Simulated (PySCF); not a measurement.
Computed spin Hamiltonian

Compound: C7H8Cl (doublet state).
Geometry (GFN2-xTB, Å), atoms numbered from 1 in this order:
```
atom  x, y, z in Å
C1     2.0286    0.4890   -0.7272
C2     0.6467    0.2736   -0.2141
C3    -0.3232    1.2476   -0.2656
C4    -1.5975    1.0268    0.2501
C5    -1.9068   -0.1862    0.8693
C6    -0.9708   -1.1817    0.9380
C7     0.2997   -1.0294    0.2948
Cl8    0.0509   -2.1391   -1.4681
H9     2.2520   -0.2478   -1.4984
H10    2.7556    0.3515    0.0738
H11    2.1453    1.4858   -1.1432
H12   -0.0851    2.2108   -0.6937
H13   -2.3430    1.8049    0.1899
H14   -2.8813   -0.3264    1.3127
H15   -1.1933   -2.1222    1.4172
H16    1.1144   -1.6482    0.6531
```

The species is `CC1=CC=C[CH][C@H]1Cl` [radical].

The calculation used UKS B3LYP, pcH-1 on C Cl H, non-relativistic, mean-field spin-orbit, GIAO (PySCF). Geometry: GFN2-xTB; no solvent, vibrations or thermal averaging. The geometry wasn't refined by DFT: couplings that depend on bond lengths, twists or pyramidal angles can differ widely from those at the functional's own minimum, by a factor of two or more for some ions and for spin on atoms past the first row. The SCF solution wasn't tested for stability. ⟨S²⟩ is 0.777 where a pure state has 0.75.

```
g1, g2, g3                      : 2.00057, 2.01339, 2.01751
g_iso                           : 2.01049
Form of g                       : rhombic: the two nearest values differ by 24 % of g3 − g1
⟨S²⟩                            : 0.7771 (exact 0.7500)
HOMO–LUMO gap, α and β orbitals : 5.09, 3.41 eV
```

Hyperfine couplings atom by atom, in MHz; T1 to T3 are the principal values of the dipolar part; ρ(0) is the spin density at the nucleus:

```csv
atom,isotope,a_iso,of which spin–orbit,T1,T2,T3,Mulliken spin population,ρ(0) (bohr⁻³)
C1,13C,-10.7,0.0,-1.0,0.2,0.8,-0.02,-0.0095
C2,13C,28.2,0.0,-26.4,-24.9,51.3,0.31,0.0251
C3,13C,-26.2,0.0,-19.2,8.6,10.6,-0.16,-0.0234
C4,13C,31.6,-0.1,-28.8,-26.7,55.5,0.37,0.0282
C5,13C,-25.0,0.0,-18.0,8.1,9.9,-0.15,-0.0222
C6,13C,25.6,0.0,-24.6,-23.0,47.6,0.30,0.0228
C7,13C,32.4,-0.2,-2.5,-0.1,2.5,-0.03,0.0290
Cl8,35Cl,70.4,5.0,-69.0,-67.0,136.0,0.37,0.1492
H9,1H,34.1,0.0,-2.9,-0.6,3.5,0.01,0.0076
H10,1H,32.7,0.0,-1.9,-1.7,3.6,0.01,0.0073
H11,1H,0.6,0.0,-1.9,-1.3,3.2,0.00,0.0001
H12,1H,7.8,0.0,-2.8,-0.9,3.8,0.01,0.0017
H13,1H,-23.6,0.0,-14.1,-0.4,14.5,-0.02,-0.0053
H14,1H,7.3,0.0,-2.7,-0.8,3.5,0.01,0.0016
H15,1H,-19.8,0.0,-11.7,-1.0,12.7,-0.01,-0.0044
H16,1H,38.2,-0.1,-3.3,-2.4,5.7,0.01,0.0086
```

The Mulliken spin populations are largest on Cl8 (+0.37), C4 (+0.37), C2 (+0.31) and C6 (+0.30). Four atoms exceed +0.15. The positive populations add up to 1.40 and the negative ones to -0.40, together 2S = 1.

The SMILES `CC1=CC=C[CH][C@H]1Cl` draws the unpaired electron on C6, whose computed spin population is only +0.30.

Axes: g1 points within 13° of the C7–Cl8 bond and g3 points within 14° of the C4–C5 bond.

Under fast tumbling the dipolar parts average out, and these isotropic splittings remain (the largest six): 1 × 35Cl (Cl8, I = 3/2, 4 lines) with 2.50 mT, 1 × 1H (H16, I = 1/2, 2 lines) with 1.36 mT, 1 × 1H (H13, I = 1/2, 2 lines) with 0.84 mT, 3 × 1H (H9/H10/H11, I = 1/2, 4 lines) with 0.80 mT, 1 × 1H (H15, I = 1/2, 2 lines) with 0.70 mT and 1 × 1H (H12, I = 1/2, 2 lines) with 0.28 mT.

Nuclei that the bonding pattern makes equivalent are averaged, as if the motion that swaps them (rotation, inversion, ring flip) were fast. The three 1H nuclei of mean +22.5 MHz run from 0.6 to 34.1 MHz in the frozen geometry.

Main isotope only: 35Cl (natural samples also hold 24 % 37Cl, magnetic too, which adds its own pattern).

The 13C coupling of C7 (32.4 MHz) shows only in satellite lines or after enrichment, since that isotope makes up about 1.07 % of natural carbon.

The spin density at the nucleus, in bohr⁻³, is negative for C3 (-0.0234), C5 (-0.0222) and C1 (-0.0095), for instance. A restricted open-shell determinant has no negative spin density anywhere; here it arises because α and β orbitals differ (spin polarisation).
